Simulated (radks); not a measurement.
Problem. Numerical settings for the indium ion In+, [Kr] 4d10 5s2. Method: scalar-relativistic Kohn-Sham, LDA (Slater exchange, Perdew-Wang correlation), spin-polarised, spherical densities, point nucleus; computed with a radial shooting solver on a logarithmic mesh with Libxc functionals. The defaults (mesh step 0.008 in ln r, mesh end at 40 bohr or more with all orbitals vanishing there, Anderson mixing 0.5 over 9 steps, residual threshold near 1e-9 with the energy settled to 1e-9 hartree or 1e-11 of itself, here a cap of 68 iterations) give E = -5876.2418 hartree and 5s at -15.302 eV in 13 iterations. Run on one thread of a shared host, so times are rough (Arm Neoverse N1): 0.26 s of CPU time, 0.26 s wall, 13 iterations on 2602 mesh points. One setting is changed at a time: mesh step in ln r 0.02; mesh step in ln r 0.08; mesh step in ln r 0.003; mesh end (bohr) 2; mesh end (bohr) 8; residual threshold 1e-13; residual threshold 0.001; mixing 0.05; linear mixing, mixing 0.05; linear mixing, mixing 0.5; mixing history 20; iteration cap 3. Which runs fail to converge, and which converge to a wrong energy?

Solution. Not converged within the cap: mesh step in ln r 0.08; linear mixing, mixing 0.05; iteration cap 3. Settled on a wrong energy, with an occupied level pushed above zero by the early mesh end: mesh end (bohr) 2 (+9.54 hartree). Apart from these: no run marked as converged misses the energy by more than 1 mhartree.
